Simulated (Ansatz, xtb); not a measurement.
CH7SiSn: where a starting geometry ends

The starting geometry of this gas-phase doublet has its atoms placed at random.

```xyz
10

C    -1.7798   -0.0101   -1.4066
Si    0.4396    0.5256   -2.2534
Sn   -1.1073    1.8468    0.5888
H     1.3567   -0.7191   -1.8693
H    -1.0554   -1.0090   -1.0567
H     0.0267    1.8356   -1.5821
H     0.4706    0.1686   -0.2434
H    -0.2151   -0.9324   -1.7277
H    -1.8028    0.8737    1.5766
H    -2.2633   -1.0498   -0.5636
```

Problem. One run relaxed it with r2SCAN-D4/def2-SVP. What is a likely outcome?

Solution. It ends as a structure with H9 bridging Si2 and Sn3, given below by its coordinates. Distances that change by over a tenth: C1–H5 (1.28 → 1.10 Å), Sn3–H9 (1.55 → 2.10 Å). Contacts that open: Si2–H8 (1.68 → 2.48 Å). Contacts that close: C1–Si2 (2.44 → 1.87 Å), C1–H8 (1.84 → 1.10 Å), C1–H10 (1.42 → 1.10 Å), Si2–H9 (4.45 → 1.54 Å), Sn3–H7 (2.45 → 1.79 Å).

The energy falls by 11.72 eV over 54 steps:

```
step  E − E(last) (eV)
   1            11.720
   7             4.325
  13             1.510
  19             1.424
  25             1.101
  30             1.077
  36             0.156
  42             0.004
  48             0.000
  54             0.000
```

Final geometry (Å):

```xyz
10

C    -1.4693   -1.0781   -1.6281
Si   -0.2541    0.2330   -1.0627
Sn   -0.2694    2.3165    1.5253
H     1.1041   -0.3279   -0.8295
H    -1.5288   -1.9049   -0.9035
H    -0.2112    1.3880   -1.9986
H     1.1390    2.3521    0.4168
H    -1.1506   -1.4957   -2.5971
H    -0.8120    0.7021    0.2945
H    -2.4779   -0.6552   -1.7545
```

From the same start GFN2-xTB ends elsewhere, at `[CH3][SnH][SiH3]`.

From so rough a start the end depends on the optimiser's path, so another program may land elsewhere. The end wasn't checked by frequencies. Open shells are spin-unrestricted. Atoms past krypton carry core potentials, without spin–orbit terms. Run with Ansatz 0.2.0, 3.3 min on 2 threads of Intel(R) Xeon(R) Platinum 8488C (Sapphire Rapids), on a shared host.
